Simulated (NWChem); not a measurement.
Extrapolating the CCSD correlation energy of isocyanic acid (CHNO)

```xyz
4

N      1.1600    -0.0732     0.0000
C     -0.0468     0.0195     0.0000
O     -1.2104    -0.0341     0.0000
H      1.8440     0.6681     0.0000
```
Charge 0, spin multiplicity 1.

Program: NWChem. The geometry was optimised at PBE0/def2-SVP, a minimum by its harmonic frequencies.

The correlated methods keep 3 core orbitals frozen. Coupled-cluster values serve here as a point of comparison, not as the truth.

Worked example. The CCSD correlation energy is -469.86 mHa in cc-pVDZ and -574.72 mHa in cc-pVTZ. The form E(X) = E∞ + A/X³ turns the pair into an estimate of the basis-set limit.

E∞ = (3³·(-574.72) − 2³·(-469.86))/(3³ − 2³) = -618.9 mHa. The larger basis holds 93 % of that. This is a two-point estimate, and a rough one from so small a pair.
